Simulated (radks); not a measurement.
The numbers below are computed, except where a source is named.
Question: Ionisation of neutral oxygen, [He] 2s2 2p4, to O+, [He] 2s2 2p3, under several functionals. Non-relativistic Kohn-Sham, spin-polarised, spherical densities, point nucleus; open shells are filled with parallel spins first; a radial shooting solver on a logarithmic mesh with Libxc functionals. The NIST Atomic Spectra Database gives 13.618 eV (measured). Rank these functionals by the error of their Delta-SCF ionisation energy: MS2 meta-GGA; LDA (Slater exchange, Perdew-Zunger correlation); BLYP; exchange-only LDA; B86b exchange with PBE correlation.

Answer: From best to worst: B86b exchange with PBE correlation 13.726 eV (+0.108); BLYP 13.823 eV (+0.204); LDA (Slater exchange, Perdew-Zunger correlation) 13.989 eV (+0.371); MS2 meta-GGA 13.187 eV (-0.431); exchange-only LDA 11.867 eV (-1.751). Open shells are spherical and high-spin; term and fine-structure splittings are not resolved.
